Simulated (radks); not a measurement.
Valence configurations of Sc I (all share [Ar]). Calculated with a radial shooting solver on a logarithmic mesh with Libxc functionals: scalar-relativistic Kohn-Sham, PBE, spin-polarised, spherical densities, finite nucleus; open shells are filled with parallel spins first; Fermi nuclear charge, rms radius 3.5459 fm. Energies are relative to 3d1 4s2; eigenvalues in eV for spin up.

| valence | E (eV) | moment (Bohr magnetons) | e(3d) | e(4p) | e(4s) |
|---|---|---|---|---|---|
| 3d1 4s2 | 0.000 | 1 | -3.512 | - | -4.300 |
| 3d1.5 4s1.5 | 0.351 | 2 | -2.452 | - | -4.103 |
| 3d2 4s1 | 0.766 | 3 | -1.733 | - | -3.949 |
| 3d1 4s1.5 4p0.5 | 1.110 | 2 | -4.137 | -2.023 | -4.882 |
| 3d1 4s1 4p1 | 1.966 | 3 | -4.651 | -2.363 | -5.337 |
| 3d3 | 3.225 | 3 | -1.055 | - | - |
| 4s2 4p1 | 3.479 | 1 | - | -2.761 | -6.075 |
| 4s1.5 4p1.5 | 4.719 | 2 | - | -3.135 | -6.537 |

NIST lists [Ar] 3d1 4s2 as the ground configuration; this level of theory agrees among the configurations tried. The energies are those of spherical high-spin densities, not of single terms.
